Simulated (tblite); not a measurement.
Run record: tight-binding relaxation, `[SiH3]C[C@]12C=C[C@@H]3[C@H](C=C1)[C@@H]32`.

Computed with GFN2-xTB geometry optimisation, gas phase (tblite 0.8.0). Start geometry: from a force field or distance geometry. The command runs a driver script over a list of jobs; the input below is this job's line of settings and its coordinates in Å.

Command:
```bash
OMP_NUM_THREADS=1 python probes_run.py task.json out
```

Input:
```
{"job": {"kind": "relax", "xc": "GFN2-xTB", "basis": "xTB"}, "charge": 0, "multiplicity": 1}
Si     2.855800    -0.156500    -0.260400
C      1.403800    -0.894200     0.660200
C      0.062300    -0.205700     0.589700
C     -0.007700     1.287200     0.950800
C     -0.859600     1.906100     0.128900
C     -1.421800     1.036700    -0.943700
C     -2.069000    -0.321500    -0.658200
C     -2.183400    -0.899300     0.707600
C     -1.031500    -0.910900     1.404900
C     -0.587700    -0.205000    -0.819100
H      4.047600    -1.006700    -0.077400
H      2.548800    -0.084100    -1.712000
H      3.159800     1.205100     0.263100
H      1.713700    -0.968100     1.721000
H      1.297800    -1.925000     0.321200
H      0.480600     1.727800     1.823300
H     -1.119200     2.958800     0.200300
H     -1.546700     1.476100    -1.919700
H     -2.641600    -0.798600    -1.434500
H     -3.121400    -1.296100     1.082400
H     -0.916900    -1.261100     2.418200
H     -0.074100    -0.645300    -1.655700
```

Output:
```
step      E/eV     max force
  0    -735.83653    1.426
  1    -735.95754    0.747
  2    -736.03655    0.555
  3    -736.08058    0.486
  4    -736.11525    0.349
  5    -736.13769    0.358
  6    -736.15536    0.393
  7    -736.17373    0.324
  8    -736.19253    0.298
  9    -736.20835    0.267
... (45 lines left out)
 55    -736.27038    0.016
 56    -736.27045    0.025
 57    -736.27052    0.025
 58    -736.27059    0.020
 59    -736.27062    0.012
 60    -736.27063    0.011
 61    -736.27065    0.013
 62    -736.27067    0.012
 63    -736.27068    0.011
 64    -736.27070    0.007
```

«max force» is the largest atomic force in eV/Å.

Task: From which step on does the largest force stay under 0.1 eV/Å, and how much energy is left to gain from there?

Result: From step 18 (0.094 eV/Å), 10.9 meV above the end.

Summary of the converged run: energy lowered by 10.0 kcal/mol over 64 steps; largest atomic force 0.007 eV/Å at the end.

Task: Where do the atoms end?

Result: 0.150 Å rms from the input after alignment:
```
atom  x, y, z in Å
Si1    2.8350   -0.0846   -0.2767
C2     1.4439   -0.9741    0.6694
C3     0.0928   -0.3070    0.5086
C4    -0.0255    1.1332    0.9551
C5    -0.8447    1.8197    0.1555
C6    -1.2879    0.9911   -0.9615
C7    -2.0009   -0.3659   -0.6622
C8    -2.2034   -0.7736    0.7249
C9    -1.0414   -0.8083    1.3805
C10   -0.5214   -0.2956   -0.8958
H11    4.0763   -0.8369   -0.0739
H12    2.5325   -0.0370   -1.7082
H13    2.9926    1.2778    0.2328
H14    1.6940   -1.0077    1.7325
H15    1.3623   -2.0119    0.3371
H16    0.4122    1.4774    1.8758
H17   -1.1683    2.8369    0.2926
H18   -1.5707    1.4561   -1.8948
H19   -2.6968   -0.6902   -1.4223
H20   -3.1741   -0.9965    1.1323
H21   -0.8985   -1.0336    2.4230
H22   -0.0187   -0.7500   -1.7338
```

Task: Estimate the wall time. Hardware: an Intel Xeon Platinum 8488C with one thread, on a shared host.

Result: About 1.1 s.
Labels such as C1 count atoms from 1, the log's own numbers from 0.
